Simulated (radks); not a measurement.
Results of a calculation; reference values are marked as such.
The rubidium ion Rb25+, [Ne] 3s2. Level of theory: non-relativistic Kohn-Sham, PBE, spin-polarised, spherical densities, point nucleus (a radial shooting solver on a logarithmic mesh with Libxc functionals). Every spin shell is full or empty, so the densities are truly spherical. Functionals are evaluated on that one density, not self-consistently. Rank these exchange functionals by their error against the exact value of the orbitals, and give that value: LDA, B88, PBE, PW91, AM05, SOGGA, B86b, EV93, APBE, TPSS, revTPSS, r2SCAN, MS2.

Answer. Exact: -62.6458 hartree. From best to worst, with 100 (|E| - |E exact|)/|E exact| (equal figures are ties): B88 -0.03, B86b +0.03, MS2 -0.08, TPSS +0.08, r2SCAN -0.16, PW91 -0.17, APBE +0.51, PBE -0.58, revTPSS -0.68, EV93 +1.03, SOGGA -3.46, AM05 -6.74, LDA -7.71.
